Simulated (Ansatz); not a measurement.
Consider the redistribution: `Cl[Si](Cl)(Cl)I` + `I[SiH]1CO1` → `Cl[Si](Cl)(I)I` + `Cl[SiH]1CO1`.

Isolated molecules relaxed with PBE0-D4/def2-TZVP in Ansatz; ΔE leaves out vibrations. CCSD(T)/CBS adds triple-zeta CCSD(T) − MP2 to the extrapolated MP2 energy (def2 sets, frozen cores). DFT in def2-TZVPP. B3LYP here is the variant with VWN-RPA as its local correlation; programs differ in this. def2 core potentials past Kr. For I outer-core shells are correlated without core-valence functions, which leaves a few kJ/mol of doubt a bond.

```csv
level,ΔE (kJ/mol),difference from CCSD(T)/CBS
LDA (SPW92),2.3,2.5
PBE0-D4,0.7,0.9
B3LYP-D4,-0.6,-0.4
r2SCANh-D4,2.2,2.4
ωB97X-V,1.3,1.5
B2PLYP,1.1,1.3
revPBE,2.0,2.2
r2SCAN0,2.3,2.5
CAM-B3LYP,2.4,2.6
HF/def2-SVP,4.6,4.8
CCSD/def2-SVP,3.9,4.1
CCSD(T)/def2-SVP,4.0,4.2
HF/def2-TZVPP,2.8,3.0
HF/def2-QZVPP,2.8,3.0
HF/CBS(def2),2.9,3.1
MP2/CBS(def2),-2.5,-2.3
CCSD(T)/CBS,-0.2,0
```

Largest T1 diagnostic among the species: 0.013.

At CCSD(T), def2-SVP lies +4.2 kJ/mol from the extrapolated value and def2-TZVPP +1.8 kJ/mol. Leaving LDA and LC-ωPBE aside and taking each functional with its dispersion term where it has one, the values, not all of them listed here, spread over 3.9 kJ/mol, from BHLYP-D4 to r2SCAN-D4.
